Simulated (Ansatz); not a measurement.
`C[SiH2][Si](F)(F)F` → `C[SiH2]F` + `F[Si]F` at 298.15 K and 1 bar (silylene loss).

Gas-phase electronic energies from Ansatz, PBE0-D4/def2-TZVP geometries. CBS: MP2 limit from def2 TZ/QZ plus the TZ coupled-cluster correction, frozen cores. This one scheme is used for every species. Each species was taken in one conformer, which may not be the lowest.

```tsv
species	CCSD(T)/CBS energy (Eh)	H − E (kJ/mol)	S (J/(mol·K))
`C[SiH2][Si](F)(F)F`	-918.81998	192.6	389.5
`C[SiH2]F`	-430.00374	162.8	286.2
`F[Si]F`	-488.75686	23.6	256.9
```

H − E and S are ideal-gas, rigid-rotor, harmonic terms from PBE0-D4/def2-TZVP, for one conformer and one mirror image of each species. 1 Eh = 2625.50 kJ/mol, R = 8.31446 J/(mol·K).

Question: By hand: ΔE, ΔH, ΔS and ΔG.

Answer: ΔE = (-430.00374) + (-488.75686) − (-918.81998) = 0.05938 Eh = 155.9 kJ/mol. Δ(H − E) = 162.8 + 23.6 − 192.6 = -6.2, so ΔH = 149.7 kJ/mol. ΔS = 286.2 + 256.9 − 389.5 = 153.6 J/(mol·K). ΔG = 149.7 − 298.15 × (153.6)/1000 = 103.9 kJ/mol.

Question: By hand: the equilibrium constant, and the temperature at which ΔG would vanish if ΔH and ΔS stayed fixed.

Answer: log₁₀ K = −ΔG/(RT ln 10) = -18.2. ΔG = 0 at ΔH/ΔS = 975 K.

The number of gas molecules changes by +1, which sets the sign of ΔS. A doubt of 5 kJ/mol in ΔE shifts log₁₀ K by 0.9 here. Other conformers and mirror images would add mixing entropy, several J/(mol·K) or more a flexible species. Modes under 60 cm⁻¹, often nearly free rotors, make the harmonic entropy too high. These are equilibria of isolated gas molecules and say nothing of rates. Largest T1 diagnostic: 0.015 (customary marks: 0.02 for closed shells, 0.045 for open ones).
